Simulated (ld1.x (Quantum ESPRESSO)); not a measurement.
# Ga TM: all-electron and pseudo phase curves

gallium (Ga), norm-conserving Troullier–Martins (Kleinman–Bylander form), made with ld1.x (Quantum ESPRESSO) 7.5 (PBE, scalar-relativistic). Core [Ar], reference 3d10 4s1 4p0 (charge +2). Waves: 4p (bound, empty): rc 2.35 bohr; 3d (bound): rc 0.65 bohr; 4s (bound): rc 1.35 bohr. Local part: the s channel. Core correction: a·sin(br)/r model core inside 0.50 bohr.

The phase is arctan(r·u′/u) with u = r·R(r), unwrapped; energies in Ry, scanned from -5 to 5 Ry. A pole is an energy at which the radial function vanishes at the test radius. The pseudo phase is shifted by a multiple of π to meet the all-electron one at the reference energy, and phase errors are pseudo minus all-electron; the curves can meet again beyond the range given. Levels narrower than the energy grid can be missing from the lists of poles.

Problem. For each channel, where are the poles, and over which energies does the pseudopotential scatter like the atom?

Solution.

```tsv
channel	radius (bohr)	reference energy (Ry)	poles, all-electron	poles, pseudo	unbroken range about the reference energy with phases within 0.05 rad	phase error 1 Ry above the reference energy (rad)
s	2.55	-1.92	-0.85	-0.87, 3.42	below 0.7	-0.004
p	2.55	-1.30	0.29	0.32	below 2.4	+0.002
d	2.55	-2.89	-2.86, 2.33	-2.86, 3.13	below -0.8	+0.007
```

Note: ghost state, extra bound levels that the all-electron valence spectrum of the same l lacks: p at -607.4 eV. A true bound ghost makes a file unfit for plane-wave use.

Phases in the d channel:

```csv
E (Ry),all-electron,pseudo
-5.00,1.372,1.372
-4.74,1.365,1.365
-4.48,1.357,1.357
-4.22,1.347,1.347
-3.96,1.335,1.336
-3.70,1.320,1.321
-3.44,1.299,1.300
-3.18,1.254,1.255
-2.92,-0.324,-0.309
-2.66,-1.787,-1.785
-2.40,-1.839,-1.836
-2.14,-1.874,-1.869
-1.88,-1.910,-1.903
-1.62,-1.952,-1.941
-1.36,-2.006,-1.989
-1.10,-2.081,-2.053
-0.84,-2.193,-2.143
-0.58,-2.374,-2.279
-0.32,-2.690,-2.500
-0.06,-3.205,-2.864
0.20,-3.756,-3.372
0.46,-4.118,-3.832
0.72,-4.324,-4.128
0.98,-4.450,-4.307
1.24,-4.533,-4.421
1.50,-4.593,-4.498
1.76,-4.639,-4.555
2.02,-4.676,-4.598
2.28,-4.707,-4.632
2.54,-4.735,-4.661
2.80,-4.761,-4.685
3.06,-4.787,-4.707
3.32,-4.813,-4.726
3.58,-4.841,-4.745
3.84,-4.871,-4.762
4.10,-4.908,-4.779
4.36,-4.952,-4.796
4.62,-5.012,-4.814
4.88,-5.097,-4.833
```
